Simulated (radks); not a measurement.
Results of a calculation; reference values are marked as such.
Ce+, configuration [Xe] 4f(5/2: 1, 7/2: 0) 6s1 6p(1/2: 1, 3/2: 0) (not the ground configuration).

Level of theory: Dirac Kohn-Sham, relativistic LDA (MacDonald-Vosko exchange, VWN5 correlation), spin-unpolarised, spherical densities, finite nucleus; Fermi nuclear charge, rms radius 4.8771 fm (a radial shooting solver on a logarithmic mesh with Libxc functionals).

Energy parts (eV):
| part | energy |
|---|---|
| total | -240660.81 |
| kinetic | 257368.76 |
| electron-nucleus | -585498.43 |
| Hartree | 92615.05 |
| exchange-correlation | -5146.19 |

Orbitals (lengths in bohr, moments of r in powers of bohr; <r^-3> diverges for s and p1/2; r(90%) holds 90 % of the orbital's charge):
orbital  occ.  eigenvalue (eV)  <r^-3>   <1/r>      <r^4>  r(90%)  small-component weight
1s1/2       2        -39992.87       -   63.08  1.802e-06  0.0445                4.58e-02
2s1/2       2        -6417.809       -   14.88  0.0002958   0.163                9.95e-03
2p1/2       2        -6067.847       -   14.87  0.0001856   0.145                1.00e-02
2p3/2       4        -5625.893    7037   13.48  0.0002310   0.153                9.40e-03
3s1/2       2        -1389.606       -   5.370    0.01207   0.410                3.05e-03
3p1/2       2        -1239.929       -   5.289    0.01120   0.404                2.99e-03
3p3/2       4        -1153.043    1420   4.940    0.01322   0.421                2.83e-03
3d3/2       4        -889.0019   233.6   4.811    0.01009   0.394                2.71e-03
3d5/2       6        -870.2436   212.5   4.722    0.01063   0.399                2.66e-03
4s1/2       2        -288.1850       -   2.232     0.3092   0.918                9.46e-04
4p1/2       2        -232.4159       -   2.130     0.3617   0.957                8.81e-04
4p3/2       4        -213.6052   308.2   2.014     0.4256   0.996                8.25e-04
4d3/2       4        -121.5298   42.04   1.797     0.6553    1.11                6.82e-04
4d5/2       6        -118.2216   37.87   1.769     0.6904    1.13                6.67e-04
4f5/2       1         -15.0766   4.415   1.231      5.805    1.83                3.49e-04
4f7/2       0         -14.7356   4.296   1.221      6.075    1.85                3.45e-04
5s1/2       2         -49.6107       -  0.8835      9.586    2.17                2.15e-04
5p1/2       2         -34.1121       -  0.7843      15.59    2.45                1.74e-04
5p3/2       4         -31.2539   46.53  0.7438      18.74    2.56                1.60e-04
6s1/2       1         -10.0753       -  0.3350      376.7    5.44                3.79e-05
6p1/2       1          -6.9166       -  0.2787      768.7    6.51                2.69e-05
6p3/2       0          -6.5553   5.957  0.2679      887.2    6.74                2.52e-05

The highest occupied level is 6p1/2 at -6.917 eV. The configuration is held as typed, so some empty levels lie below it. The electron density at the nucleus is 3.782e+05 e/bohr^3. The density falls to 0.001 e/bohr^3 at r = 5.25 bohr. Summed over all electrons, <r^2> = 78.18 bohr^2, which gives a Langevin (diamagnetic) susceptibility term of -61.9 x 10^-6 cm^3/mol.
